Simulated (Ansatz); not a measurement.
[WO3S]2- (WSO₃²⁻). The state is a triplet with charge -2. Geometry PBE-D4/def2-SVPD, that of the charge -2 singlet; atoms count from 1.

Cartesian coordinates in Å:
```
W 0.087 0.006 0.010
O 0.817 -1.621 0.200
O 0.834 0.797 -1.415
O 0.484 0.975 1.466
S -2.222 -0.158 -0.261
```

In the def2 sets W takes a core potential; there is no spin–orbit coupling. A multiply charged anion in the gas phase is held together partly by the finite basis. Removing one electron lowers the energy by 0.66 eV at PBE0-D4/def2-TZVPD, so it isn't bound. The highest occupied level of the charge -2 triplet lies above zero (up to 4.51 eV). By energy differences it is unbound by 3.46 eV (vertical, to the charge -1 doublet, at PBE0-D4/def2-TZVPD) and held by the finite basis. At PBE0-D4/def2-TZVPD a singlet of charge -2 lies 2.80 eV below the triplet at the same geometry.

(1) Estimate the Mulliken populations from the PBE0/def2-TZVPD orbitals of Ansatz.

(2) Where does the spin sit?

(3) And the Mayer bond orders between bonded heavy atoms (over 0.3)?

## Answers

(1) 
```json
{"atom": "W1", "charge (e)": "0.08", "spin (α − β)": "1.44", "d electrons": "3.46"}
{"atom": "O2", "charge (e)": "-0.63", "spin (α − β)": "0.05", "d electrons": "–"}
{"atom": "O3", "charge (e)": "-0.65", "spin (α − β)": "-0.04", "d electrons": "–"}
{"atom": "O4", "charge (e)": "-0.66", "spin (α − β)": "-0.05", "d electrons": "–"}
{"atom": "S5", "charge (e)": "-0.14", "spin (α − β)": "0.61", "d electrons": "–"}
```
Mulliken values and Mayer orders depend strongly on the basis. With diffuse functions, as here, like atoms can get unlike values, and bond orders can come out too low or too high.

(2) Summed by element: W 1.44, O -0.05, S 0.61, of 2 unpaired in all. Largest on single atoms: W1 1.44, S5 0.61, O4 -0.05.

(3) W1–O2 1.36 (1.79 Å); W1–O3 1.39 (1.79 Å); W1–O4 1.40 (1.79 Å).
